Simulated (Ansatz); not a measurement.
CH₅AlClNOSi (`[AlH2][NH][Si]1(Cl)CO1`), relaxed with RKS PBE-D4/def2-SVP in Ansatz 0.2.0 from a rough embedded geometry. The force threshold is 0.03 eV/Å; the program also tests the step.

Charge 0, multiplicity 1.

Start:

```xyz
11

Al    2.204   -0.741   -0.325
N     1.069    0.720   -0.028
Si   -0.458    0.073    0.652
Cl   -0.532   -0.409    2.653
C    -2.025    0.300   -0.353
O    -1.698    1.366    0.476
H     1.721   -2.224    0.169
H     3.617   -0.569   -0.930
H     0.870    1.132   -0.949
H    -2.902   -0.208    0.040
H    -1.866    0.561   -1.404
```

Q: By how much does the energy fall, and how many steps does the optimiser take? (Best estimate.)

A: The calculation gave: 113.77 kJ/mol, in 16 steps, 1 of them rejected.

Q: Which bonds change most? (Best estimate.)

A: The calculation gave: C5–O6 from 1.390 to 1.519 Å; Si3–O6 from 1.800 to 1.682 Å; N2–Si3 from 1.792 to 1.722 Å; Al1–N2 from 1.874 to 1.819 Å.

Q: Give the relaxed structure. (An estimate is asked.)

A: Computed: 
```xyz
11

Al    2.450   -0.802   -0.100
N     0.923    0.161   -0.320
Si   -0.628    0.121    0.427
Cl   -0.510   -1.044    2.128
C    -2.250    0.495   -0.308
O    -1.518    1.546    0.509
H     2.484   -2.020    0.920
H     3.662   -0.325   -1.021
H     0.970    0.904   -1.032
H    -3.199    0.168    0.162
H    -2.383    0.795   -1.366
```
